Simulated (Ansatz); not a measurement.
A short molecular-dynamics run on `FB1CO1`.

```yaml
crystal:
  periodic: [false, false, false]
  atoms:
    - {symbol: F, position_ang: [-0.772706, -1.944572, 0.412531]}
    - {symbol: B, position_ang: [-0.384533, -0.755699, 0.037479]}
    - {symbol: C, position_ang: [0.396004, 0.524024, 0.098189]}
    - {symbol: O, position_ang: [-0.652115, 0.102430, -0.934629]}
    - {symbol: H, position_ang: [1.383336, 0.629245, -0.341887]}
    - {symbol: H, position_ang: [0.072014, 1.380472, 0.682218]}
basis:
  gaussian: {orbitals: def2-SVP}
hamiltonian: {xc: {name: r2SCAN}, dispersion: d3bj}
md: {timestep: 1 fs, n_steps: 20, ensemble: nvt_nose_hoover, temperature: 300, initial_velocities: maxwell_boltzmann, seed: 107}
```

```sh
$ ansatz run in.yaml --threads 2 --pin off --events-out ev --progress --plain --max-ram 4352MiB
```

```tsv
step	time (fs)	potential energy (eV)	kinetic (eV)	T (K)	conserved (eV)
0	0.0	-6502.6146	0.1551	300	-6502.4595
1	1.0	-6502.6156	0.1559	301	-6502.4597
2	2.0	-6502.5981	0.1391	269	-6502.4590
3	3.0	-6502.5722	0.1140	221	-6502.4582
4	4.0	-6502.5507	0.0929	180	-6502.4578
5	5.0	-6502.5391	0.0810	157	-6502.4582
6	6.0	-6502.5326	0.0740	143	-6502.4586
7	7.0	-6502.5243	0.0659	127	-6502.4585
8	8.0	-6502.5165	0.0588	114	-6502.4578
9	9.0	-6502.5194	0.0619	120	-6502.4576
10	10.0	-6502.5362	0.0780	151	-6502.4584
11	11.0	-6502.5548	0.0957	185	-6502.4593
12	12.0	-6502.5614	0.1023	198	-6502.4594
13	13.0	-6502.5540	0.0956	185	-6502.4588
14	14.0	-6502.5413	0.0836	162	-6502.4583
15	15.0	-6502.5315	0.0738	143	-6502.4583
16	16.0	-6502.5239	0.0657	127	-6502.4588
17	17.0	-6502.5113	0.0530	103	-6502.4591
18	18.0	-6502.4910	0.0334	65	-6502.4584
19	19.0	-6502.4730	0.0165	32	-6502.4574
20	20.0	-6502.4714	0.0150	29	-6502.4574
```

Velocities are drawn at the set temperature; a run this short doesn't reach equilibrium.

Frames (Å, forces in eV/Å):

```xyz
6
time=0.0 fs
F    -0.773   -1.945    0.413   -0.087   -0.223    0.053
B    -0.385   -0.756    0.037   -0.025   -0.032   -0.008
C     0.396    0.524    0.098    0.051   -0.095    0.136
O    -0.652    0.102   -0.935   -0.200   -0.039   -0.228
H     1.383    0.629   -0.342    0.357    0.065   -0.153
H     0.072    1.380    0.682   -0.097    0.325    0.201
6
time=1.0 fs
F    -0.770   -1.943    0.412   -0.190   -0.409    0.090
B    -0.394   -0.755    0.034    0.334    0.193    0.204
C     0.400    0.527    0.101    0.271   -0.206    0.088
O    -0.654    0.099   -0.935   -0.180    0.243   -0.386
H     1.408    0.620   -0.334   -0.184    0.035    0.012
H     0.080    1.385    0.697   -0.050    0.144   -0.007
6
time=2.0 fs
F    -0.767   -1.941    0.412   -0.283   -0.575    0.123
B    -0.404   -0.755    0.031    0.667    0.384    0.412
C     0.404    0.529    0.103    0.410   -0.275    0.103
O    -0.656    0.095   -0.936   -0.160    0.512   -0.541
H     1.431    0.612   -0.327   -0.640    0.021    0.136
H     0.087    1.391    0.712    0.005   -0.067   -0.232
6
time=3.0 fs
F    -0.764   -1.940    0.412   -0.359   -0.707    0.150
B    -0.413   -0.754    0.028    0.959    0.533    0.603
C     0.408    0.531    0.106    0.394   -0.366    0.165
O    -0.658    0.091   -0.938   -0.136    0.751   -0.679
H     1.447    0.603   -0.318   -0.900    0.023    0.176
H     0.095    1.397    0.724    0.043   -0.235   -0.416
6
time=4.0 fs
F    -0.761   -1.939    0.411   -0.416   -0.794    0.169
B    -0.421   -0.752    0.026    1.195    0.635    0.766
C     0.413    0.533    0.109    0.204   -0.517    0.247
O    -0.660    0.088   -0.939   -0.108    0.947   -0.786
H     1.455    0.595   -0.307   -0.919    0.038    0.124
H     0.102    1.400    0.733    0.044   -0.309   -0.519
6
time=5.0 fs
F    -0.759   -1.939    0.411   -0.452   -0.829    0.176
B    -0.428   -0.750    0.025    1.369    0.687    0.889
C     0.418    0.534    0.112   -0.153   -0.736    0.323
O    -0.662    0.086   -0.941   -0.071    1.091   -0.850
H     1.454    0.587   -0.296   -0.696    0.056   -0.014
H     0.111    1.400    0.737    0.003   -0.269   -0.523
6
time=6.0 fs
F    -0.756   -1.939    0.411   -0.466   -0.808    0.170
B    -0.434   -0.748    0.024    1.474    0.686    0.963
C     0.422    0.535    0.115   -0.634   -1.006    0.375
O    -0.665    0.084   -0.944   -0.026    1.175   -0.861
H     1.447    0.580   -0.284   -0.275    0.074   -0.217
H     0.119    1.398    0.735   -0.073   -0.121   -0.432
6
time=7.0 fs
F    -0.754   -1.939    0.411   -0.460   -0.731    0.153
B    -0.439   -0.745    0.024    1.507    0.633    0.985
C     0.427    0.535    0.119   -1.134   -1.285    0.382
O    -0.667    0.083   -0.947    0.029    1.199   -0.812
H     1.437    0.573   -0.274    0.228    0.085   -0.433
H     0.126    1.394    0.730   -0.169    0.099   -0.274
6
time=8.0 fs
F    -0.753   -1.940    0.412   -0.435   -0.606    0.126
B    -0.442   -0.741    0.025    1.467    0.528    0.951
C     0.430    0.534    0.123   -1.484   -1.498    0.317
O    -0.669    0.083   -0.951    0.089    1.163   -0.703
H     1.429    0.567   -0.269    0.618    0.087   -0.587
H     0.132    1.392    0.722   -0.256    0.327   -0.103
6
time=9.0 fs
F    -0.751   -1.941    0.412   -0.396   -0.441    0.091
B    -0.444   -0.737    0.027    1.357    0.372    0.862
C     0.432    0.532    0.127   -1.524   -1.557    0.168
O    -0.672    0.083   -0.955    0.154    1.072   -0.539
H     1.427    0.562   -0.269    0.708    0.081   -0.600
H     0.136    1.392    0.712   -0.299    0.473    0.019
6
time=10.0 fs
F    -0.750   -1.943    0.412   -0.344   -0.248    0.052
B    -0.444   -0.732    0.030    1.181    0.172    0.722
C     0.433    0.528    0.131   -1.239   -1.393   -0.039
O    -0.674    0.085   -0.959    0.222    0.935   -0.326
H     1.432    0.558   -0.275    0.455    0.068   -0.455
H     0.137    1.397    0.703   -0.275    0.467    0.046
6
time=11.0 fs
F    -0.749   -1.944    0.412   -0.286   -0.041    0.013
B    -0.444   -0.727    0.033    0.948   -0.064    0.536
C     0.433    0.523    0.136   -0.772   -1.001   -0.250
O    -0.676    0.086   -0.964    0.293    0.759   -0.075
H     1.441    0.554   -0.285    0.003    0.051   -0.205
H     0.135    1.407    0.695   -0.186    0.297   -0.019
6
time=12.0 fs
F    -0.747   -1.946    0.413   -0.224    0.166   -0.022
B    -0.443   -0.723    0.037    0.671   -0.321    0.315
C     0.432    0.518    0.140   -0.310   -0.454   -0.426
O    -0.677    0.088   -0.969    0.366    0.555    0.202
H     1.450    0.551   -0.298   -0.446    0.032    0.061
H     0.131    1.419    0.686   -0.058    0.022   -0.130
6
time=13.0 fs
F    -0.747   -1.947    0.413   -0.164    0.359   -0.050
B    -0.441   -0.718    0.041    0.368   -0.578    0.069
C     0.431    0.512    0.143    0.029    0.133   -0.555
O    -0.679    0.091   -0.973    0.440    0.336    0.491
H     1.455    0.549   -0.309   -0.741    0.012    0.269
H     0.126    1.432    0.676    0.068   -0.262   -0.224
6
time=14.0 fs
F    -0.746   -1.948    0.413   -0.109    0.527   -0.071
B    -0.439   -0.714    0.045    0.060   -0.813   -0.187
C     0.430    0.507    0.147    0.194    0.648   -0.644
O    -0.680    0.093   -0.977    0.510    0.112    0.775
H     1.453    0.546   -0.318   -0.814   -0.006    0.381
H     0.123    1.442    0.664    0.159   -0.468   -0.255
6
time=15.0 fs
F    -0.745   -1.949    0.414   -0.064    0.658   -0.083
B    -0.437   -0.711    0.049   -0.230   -1.005   -0.437
C     0.429    0.501    0.149    0.177    1.010   -0.695
O    -0.681    0.096   -0.981    0.572   -0.106    1.040
H     1.443    0.543   -0.324   -0.651   -0.019    0.377
H     0.121    1.447    0.650    0.196   -0.539   -0.203
6
time=16.0 fs
F    -0.744   -1.950    0.414   -0.030    0.747   -0.086
B    -0.435   -0.709    0.053   -0.481   -1.134   -0.668
C     0.428    0.497    0.152   -0.007    1.175   -0.708
O    -0.682    0.099   -0.984    0.621   -0.309    1.271
H     1.427    0.540   -0.326   -0.276   -0.026    0.262
H     0.120    1.448    0.633    0.173   -0.454   -0.071
6
time=17.0 fs
F    -0.743   -1.950    0.414   -0.011    0.788   -0.081
B    -0.433   -0.708    0.055   -0.675   -1.190   -0.865
C     0.428    0.494    0.153   -0.300    1.142   -0.695
O    -0.682    0.101   -0.987    0.655   -0.485    1.457
H     1.408    0.537   -0.325    0.234   -0.027    0.065
H     0.122    1.444    0.616    0.097   -0.227    0.120
6
time=18.0 fs
F    -0.743   -1.950    0.414   -0.008    0.779   -0.070
B    -0.432   -0.707    0.058   -0.803   -1.173   -1.020
C     0.427    0.491    0.154   -0.577    0.965   -0.693
O    -0.682    0.103   -0.988    0.673   -0.629    1.591
H     1.391    0.534   -0.324    0.723   -0.026   -0.140
H     0.124    1.438    0.600   -0.008    0.084    0.332
6
time=19.0 fs
F    -0.742   -1.949    0.414   -0.021    0.719   -0.052
B    -0.432   -0.708    0.059   -0.861   -1.087   -1.124
C     0.425    0.489    0.155   -0.679    0.756   -0.752
O    -0.682    0.105   -0.989    0.672   -0.733    1.667
H     1.382    0.530   -0.324    0.993   -0.027   -0.249
H     0.126    1.433    0.587   -0.104    0.373    0.510
6
time=20.0 fs
F    -0.741   -1.948    0.414   -0.051    0.611   -0.029
B    -0.433   -0.710    0.059   -0.852   -0.944   -1.173
C     0.423    0.488    0.155   -0.519    0.642   -0.884
O    -0.681    0.106   -0.988    0.655   -0.795    1.681
H     1.381    0.526   -0.326    0.915   -0.031   -0.195
H     0.127    1.431    0.579   -0.148    0.516    0.599
```

Run time 17 s (2 threads of an Intel Xeon Platinum 8488C on a shared host); peak host memory 0.31 GiB.
